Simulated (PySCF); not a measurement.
C₂H₄FNOSi.

```xyz
10

O      2.8833    -0.8072     0.6089
C      2.4533     0.0637    -0.1025
N      1.1362     0.5450    -0.0637
C      0.1331    -0.2309    -0.2074
Si    -1.5861     0.5391    -0.0183
F     -2.6856    -0.6565    -0.1384
H      3.0845     0.6321    -0.8263
H      0.2758    -1.3081    -0.4380
H     -1.8190     1.5093    -1.1174
H     -1.7030     1.1730     1.3176
```
Charge 0, spin multiplicity 1.

Coordinates come from a B3LYP-D3(BJ)/def2-SVP optimisation. The structure was generated by enumeration; whether it is a known compound was not checked. One conformer was computed; it need not be the lowest.

The numbers are results of PySCF with PBE/pcSseg-1, not measurements. Non-relativistic, no solvent.

Computed absolute GIAO shielding of each atom: isotropic value and principal components (ppm):
```
atom  σ(iso)     σ11     σ22    σ33   span
----  ------  ------  ------  -----  -----
O1    -238.4  -704.3  -281.9  271.0  975.3
C2       1.9   -87.9    17.1   76.6  164.5
N3    -207.0  -516.1  -231.9  126.9  642.9
C4      -8.5   -92.3   -55.7  122.4  214.8
Si5    350.6   287.1   331.3  433.5  146.4
F6     384.0   359.3   384.5  408.2   48.9
H7      21.7    20.3    21.5   23.4    3.1
H8      22.1    19.3    23.3   23.8    4.5
H9      25.9    22.8    24.9   30.0    7.3
H10     26.0    23.0    24.9   29.9    6.9
```
